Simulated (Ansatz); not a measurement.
VH₄⁺. The state is a triplet with charge 1. Geometry PBE0-D4/def2-TZVP, that of the neutral doublet; atoms count from 1.

| atom | x (Å) | y (Å) | z (Å) |
| --- | --- | --- | --- |
| V1 | 0.0000 | 0.0000 | 0.0000 |
| H2 | 1.5008 | -0.4812 | -0.4305 |
| H3 | 0.2854 | 1.4360 | 0.7250 |
| H4 | -0.7615 | -1.0691 | 0.9729 |
| H5 | -1.0247 | 0.1142 | -1.2674 |

At PBE0-D4/def2-TZVP a singlet of charge 1 lies 1.59 eV below the triplet at the same geometry.

Estimate the Mulliken populations from the PBE0/def2-TZVP orbitals of Ansatz.


| atom | charge (e) | spin (α − β) | d electrons |
| --- | --- | --- | --- |
| V1 | 0.48 | 1.28 | 3.29 |
| H2 | 0.13 | 0.18 | – |
| H3 | 0.13 | 0.18 | – |
| H4 | 0.13 | 0.18 | – |
| H5 | 0.13 | 0.18 | – |
Mulliken values depend strongly on the basis.

Where does the spin sit?

Summed by element: V 1.28, H 0.72, of 2 unpaired in all. Largest on single atoms: V1 1.28, H4 0.18, H5 0.18.
